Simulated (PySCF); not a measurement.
# Exercise with solution: refractive index and permittivity of the vapour

CH₃BeI, SMILES [CH3][Be][I].

Coordinates come from a PBE0-D3(BJ)/def2-TZVP optimisation. The def2 effective core potentials stand for the cores of I; spin–orbit coupling is left out.

PBE0/def2-TZVPD in PySCF gives a mean static polarisability of 63.8 bohr³ and a dipole moment of 0.94 D. Take an ideal gas at 298.15 K and 0.1 bar, whether or not the substance is that volatile.

Task: Work out n − 1 in the optical limit and the static ε − 1.

Result: 
Polarisability volume α' = 63.8 × 0.148185 = 9.45 Å³. Number density N = p/kT = 2.43e-6 Å⁻³.
Dilute limit of Lorentz–Lorenz: n − 1 = 2π N α' = 0.00014.
Orientation term of Debye: μ²/(3kT) = 8.098 Å³ × μ²(D²) = 7.16 Å³.
ε − 1 = 4π N (α' + μ²/3kT) = 0.00051. Orientation of the dipole supplies 43 % of the static response; it can't follow optical fields. Vibrational polarisation and dispersion are left out.
